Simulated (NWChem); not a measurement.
System: C$_{2}$H$_{9}$BSi; SMILES CB(C)[SiH3]

Parts of the log:

```
             Northwest Computational Chemistry Package (NWChem) 7.3.0
             --------------------------------------------------------

                             Geometry "geometry" -> ""
                             -------------------------

 Output coordinates in angstroms (scale by  1.889725989 to convert to a.u.)

  No.       Tag          Charge          X              Y              Z
 ---- ---------------- ---------- -------------- -------------- --------------
    1 B                    5.0000    -0.01213500    -0.52665200     0.02250600
    2 C                    6.0000     1.36546400    -1.27947100     0.03038200
    3 H                    1.0000     1.33279200    -2.30640400    -0.39005000
    4 H                    1.0000     1.58880000    -1.40181200     1.12047700
    5 H                    1.0000     2.22904000    -0.72303100    -0.38559400
    6 C                    6.0000    -1.36704900    -1.31676400    -0.03433700
    7 H                    1.0000    -1.64601300    -1.29993700    -1.11808800
    8 H                    1.0000    -2.21835000    -0.83910000     0.49068700
    9 H                    1.0000    -1.29456000    -2.38778900     0.24801700
   10 Si                  14.0000    -0.00635400     1.51469800     0.03436600
   11 H                    1.0000    -1.28533700     2.14857100     0.52640700
   12 H                    1.0000     0.20582300     2.00036200    -1.38445600
   13 H                    1.0000     1.13325700     2.08431600     0.84705900

 Effective nuclear repulsion energy (a.u.)     144.7573055795

  xc_inp: hfexch multiplicative factor not found.
                              NWChem Property Module
                              ----------------------

  itol2e modified to match energy
  convergence criterion.

                                 NWChem DFT Module
                                 -----------------

 Summary of "ao basis" -> "ao basis" (spherical)
 ------------------------------------------------------------------------------
       Tag                 Description            Shells   Functions and Types
 ---------------- ------------------------------  ------  ---------------------
 B                         def2-tzvp                11       31   5s3p2d1f
 C                         def2-tzvp                11       31   5s3p2d1f
 H                         def2-tzvp                 4        6   3s1p
 Si                        def2-tzvp                13       37   5s5p2d1f

[...]

          -----------------------
          Electric field gradient
          -----------------------

 1 a.u. = 0.324123 10**(16) esu/cm**3  ( or statvolts/cm**2 ) = 0.97174 10**(22) v/m**2

 ------------------------------------------------------------
   Atom      X         Y         Z
 ------------------------------------------------------------
    1 B   -0.02293  -0.99523   0.04253
 ------------------------------------------------------------

 Electric field gradient in molecular frame (a.u.)
         XX             YY             ZZ             XY             XZ             YZ
 ------------------------------------------------------------------------------------------
        0.328637       0.265345      -0.593982       0.003719      -0.031840       0.027742

 Principal components (a.u.) and orientation
 of principal axis w.r.t. absolute frame                      Asymmetry parameter eta
 --------------------------------------------------------------------------------------
       -0.595981       0.329854       0.266126                       0.106930

        0.034527       0.998512      -0.042199
       -0.032322       0.043318       0.998538
        0.998881      -0.033113       0.033770

 ------------------------------------------------------------
   Atom      X         Y         Z
 ------------------------------------------------------------
    2 C    2.58035  -2.41785   0.05741
 ------------------------------------------------------------

 Electric field gradient in molecular frame (a.u.)
         XX             YY             ZZ             XY             XZ             YZ
 ------------------------------------------------------------------------------------------
        0.135699      -0.007727      -0.127972      -0.092773       0.018447      -0.007409

 Principal components (a.u.) and orientation
 of principal axis w.r.t. absolute frame                      Asymmetry parameter eta
 --------------------------------------------------------------------------------------
        0.182510      -0.129266      -0.053244                       0.416540

        0.896009      -0.065736       0.439142
       -0.439439       0.010650       0.898209
        0.063722       0.997780       0.019344

 ------------------------------------------------------------
   Atom      X         Y         Z
 ------------------------------------------------------------
    3 H    2.51861  -4.35847  -0.73709
 ------------------------------------------------------------

 Electric field gradient in molecular frame (a.u.)
         XX             YY             ZZ             XY             XZ             YZ
 ------------------------------------------------------------------------------------------
        0.140712      -0.218783       0.078071      -0.015677      -0.002388      -0.149586

 Principal components (a.u.) and orientation
 of principal axis w.r.t. absolute frame                      Asymmetry parameter eta
 --------------------------------------------------------------------------------------
       -0.281646       0.144669       0.136976                       0.027316

        0.036418       0.746848      -0.663997
        0.922648      -0.280389      -0.264770
        0.383920       0.602993       0.699289

 ------------------------------------------------------------
   Atom      X         Y         Z
 ------------------------------------------------------------
    4 H    3.00240  -2.64904   2.11739
 ------------------------------------------------------------

[...]
```

Level: Hartree-Fock/def2-TZVP. Geometry: optimised at PBE-D3(BJ)/def2-SVP. NWChem prints the field gradient with the sign opposite to the second derivative of the potential.

Task: Which NWChem input produces such a log?

Result: This is not unique; one that fits is the input that was run:
```
start job
memory heap 200 mb stack 900 mb global 1100 mb
geometry units angstroms noautosym nocenter noautoz
  B     -0.012135    -0.526652     0.022506
  C      1.365464    -1.279471     0.030382
  H      1.332792    -2.306404    -0.390050
  H      1.588800    -1.401812     1.120477
  H      2.229040    -0.723031    -0.385594
  C     -1.367049    -1.316764    -0.034337
  H     -1.646013    -1.299937    -1.118088
  H     -2.218350    -0.839100     0.490687
  H     -1.294560    -2.387789     0.248017
  Si    -0.006354     1.514698     0.034366
  H     -1.285337     2.148571     0.526407
  H      0.205823     2.000362    -1.384456
  H      1.133257     2.084316     0.847059
end
basis spherical
  * library def2-tzvp
end
dft
  xc hfexch
  iterations 150
  semidirect filesize 400000000
end
property
  efieldgrad
end
task dft property
```
